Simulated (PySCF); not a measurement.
C3H6FNSi, SMILES C1=CN(C1)[SiH2]F.

Geometry: PBE-D3(BJ)/def2-SVP. The structure was generated by enumeration, and PubChem lists no compound with its InChIKey, so it may never have been made. The values are those of a single conformer.

Computed with PBE-D3(BJ)/def2-SVP (PySCF).

Frequencies are harmonic and unscaled.

```csv
mode,ν (cm⁻¹),IR (km/mol),moving atoms (share of kinetic energy)
1,77,1.4,"F 31 %, N 28 %, C 27 %, H 12 %"
2,86,0.8,"C 33 %, F 27 %, H 27 %, Si 12 %"
3,185,0.6,"H 35 %, C 33 %, N 26 %"
4,266,13.7,"F 37 %, N 25 %, Si 17 %, C 14 %"
5,424,36.9,"H 54 %, C 28 %, N 17 %"
6,517,13.2,"Si 48 %, C 34 %, H 14 %"
7,637,42.3,"H 79 %, C 10 %"
8,638,49.2,"H 70 %, Si 16 %, C 10 %"
9,761,5.0,H 94 %
10,827,26.3,"F 53 %, H 24 %, Si 22 %"
11,854,6.9,"H 58 %, C 39 %"
12,874,164.2,H 88 %
13,911,62.0,"H 48 %, C 48 %"
14,922,96.7,"H 68 %, C 18 %, Si 9 %"
15,941,70.5,"H 46 %, C 37 %, Si 10 %"
16,956,10.7,"H 64 %, C 33 %"
17,1032,77.3,"C 40 %, N 32 %, H 22 %"
18,1055,60.8,"H 50 %, N 26 %, C 24 %"
19,1064,3.2,H 89 %
20,1173,3.8,"H 76 %, C 18 %"
21,1210,89.9,"C 45 %, H 33 %, N 20 %"
22,1329,141.8,"N 43 %, C 32 %, H 24 %"
23,1398,26.4,"H 83 %, C 13 %"
24,1567,24.3,"C 87 %, H 13 %"
25,2203,78.8,H 98 %
26,2216,125.5,H 95 %
27,2979,22.8,H 95 %
28,3043,10.6,"H 90 %, C 10 %"
29,3135,7.8,"H 91 %, C 9 %"
30,3220,0.5,"H 90 %, C 10 %"
```
